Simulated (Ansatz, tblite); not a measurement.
Forces on TaGe₁₂ at its PBE-D4/def2-SVP geometry. The state is a doublet with charge 0.

In the def2 sets Ta takes a core potential; there is no spin–orbit coupling. The xTB rows come from tblite. Single mean-field runs in def2-TZVP are fitted with def2-universal-jkfit. Another isomer (doublet) lies 2.49 eV lower at PBE0-D4/def2-TZVP; other spin states weren't run for this one.

GFN1-xTB (tblite), largest force 1.63 eV/Å:

```xyz
13
positions Å, forces eV/Å
Ta   -0.722   -0.043   -0.697   -0.067   -0.291    0.041
Ge    0.014    0.666    1.799    0.414   -0.950   -0.329
Ge   -2.899   -1.617   -0.434    0.282    0.018   -0.550
Ge   -0.815   -2.327   -1.907   -0.865    0.346   -0.469
Ge    3.313    2.172    3.462    0.124   -0.136   -1.158
Ge    2.358    0.030    2.536   -0.532    1.346   -0.188
Ge    1.551    0.952   -0.307    0.063    0.352    0.783
Ge    4.567    3.830    2.087   -0.916   -1.177    0.102
Ge   -1.765   -1.040    1.701    0.351    0.518   -0.751
Ge   -4.213   -2.198   -2.479    1.296    0.504    0.210
Ge    3.209    2.213    0.922   -0.080   -0.107    0.458
Ge   -2.461   -0.161   -2.671    0.090   -1.082    0.371
Ge   -2.136   -2.476   -4.010   -0.160    0.660    1.482
```

GFN2-xTB (tblite), largest force 1.49 eV/Å:

```
Ta -0.456 -0.552 0.939
Ge 0.424 -0.164 -1.414
Ge 0.302 0.228 -0.585
Ge -0.513 0.201 -0.085
Ge -0.033 0.052 -0.317
Ge -0.278 0.815 -1.020
Ge -0.447 -0.015 1.306
Ge -0.555 -0.690 0.008
Ge 0.454 0.380 -0.801
Ge 1.177 0.501 0.089
Ge -0.021 -0.429 0.301
Ge -0.012 -1.055 0.530
Ge -0.043 0.728 1.050
```

PBE-D4/def2-TZVP (Ansatz), largest force 0.12 eV/Å:

```
Ta 0.024 -0.038 0.107
Ge -0.003 -0.040 -0.063
Ge 0.052 0.041 -0.040
Ge -0.070 0.059 -0.029
Ge 0.003 0.014 -0.069
Ge -0.005 0.049 -0.042
Ge -0.050 -0.007 0.027
Ge -0.047 -0.061 -0.002
Ge 0.018 0.029 -0.054
Ge 0.074 0.028 -0.001
Ge -0.015 -0.014 0.058
Ge 0.031 -0.078 0.043
Ge -0.013 0.018 0.065
```
